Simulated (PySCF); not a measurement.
This PySCF input asks for the NMR shieldings of `C1C2([C@@H](C)C2)CCCC1`, C₉H₁₆; the geometry comes from PBE0-D3(BJ)/def2-SVP.

```python
import basis_set_exchange as bse
import numpy as np
from pyscf import gto, dft
from pyscf.prop import nmr

atoms = """
C     2.860606    1.180735   -0.240600
C     1.932316    0.023928   -0.501823
C     1.445752   -0.865148    0.611037
C     0.477942    0.030555   -0.118745
C    -0.128213    1.205068    0.623213
C    -1.411697    0.797938    1.343177
C    -2.410469    0.153122    0.387714
C    -1.788747   -1.032114   -0.343487
C    -0.508436   -0.624291   -1.066021
H     2.702406    1.620895    0.754480
H     2.726375    1.982418   -0.984654
H     3.911946    0.855846   -0.287912
H     2.135995   -0.494502   -1.446519
H     1.392908   -1.944592    0.441059
H     1.722949   -0.587505    1.633133
H    -0.353345    2.010235   -0.100782
H     0.590162    1.625536    1.342668
H    -1.158899    0.078402    2.142200
H    -1.863292    1.672060    1.839927
H    -3.316125   -0.160788    0.931636
H    -2.739151    0.904267   -0.353903
H    -2.509035   -1.468376   -1.054609
H    -1.549747   -1.824722    0.387764
H    -0.041480   -1.497821   -1.549643
H    -0.753774    0.087786   -1.875835
"""
names = dict.fromkeys(["C", "H"], "pcSseg-1")
basis = {el: gto.basis.parse(bse.get_basis(n, elements=[el], fmt="nwchem")) for el, n in names.items()}
mol = gto.M(atom=atoms, basis=basis, charge=0, verbose=0)
mf = dft.RKS(mol, xc="PBE")
mf.grids.level = 2
mf.grids.alignment = dft.numint.BLKSIZE   # the property module wants whole blocks of grid points
mf.conv_tol = 1e-9
mf.kernel()

calc = nmr.RKS(mf)   # GIAO
sigma = calc.kernel()   # uncoupled for a functional without exact exchange
for i, s in enumerate(sigma):   # ppm
    print("%2d %-2s %9.2f" % (i, mol.atom_pure_symbol(i), np.trace(s) / 3))
```

Question: Give the expected output.

Answer: 
```
 0 C     164.73
 1 C     157.45
 2 C     157.75
 3 C     154.93
 4 C     145.53
 5 C     150.47
 6 C     148.63
 7 C     150.55
 8 C     137.53
 9 H      30.75
10 H      29.86
11 H      29.81
12 H      30.83
13 H      30.82
14 H      31.41
15 H      29.64
16 H      30.17
17 H      29.80
18 H      29.54
19 H      29.47
20 H      29.97
21 H      29.64
22 H      29.75
23 H      30.62
24 H      29.45
```

These numbers come from an equivalent density-fitted implementation of the same equations, which agrees with the script to about 0.01 ppm for H and up to a few tenths of a ppm for heavy atoms, so last digits may differ.

Question: Turn these shieldings into chemical shifts. Shifts are taken against calculated references (same method and geometry level): ¹³C (180.03 ppm), ¹H (31.20 ppm) vs TMS.

Answer: Averaging equivalent atoms: C 8: 42.5; C 4: 34.5; C 6: 31.4; C 5: 29.6; C 7: 29.5; C 3: 25.1; C 1: 22.6; C 2: 22.3; C 0: 15.3; H 24: 1.74; H 19: 1.72; H 18: 1.66; H 21: 1.56; H 15: 1.55; H 22: 1.45; H 17: 1.40; H 20: 1.23; H 9/10/11: 1.06; H 16: 1.02; H 23: 0.58; H 13: 0.37; H 12: 0.36; H 14: -0.21 ppm. 

Size and cost of the density-fitted run: 233 basis functions, 75 s wall time on 1 thread of an Arm Neoverse V1, shared host.
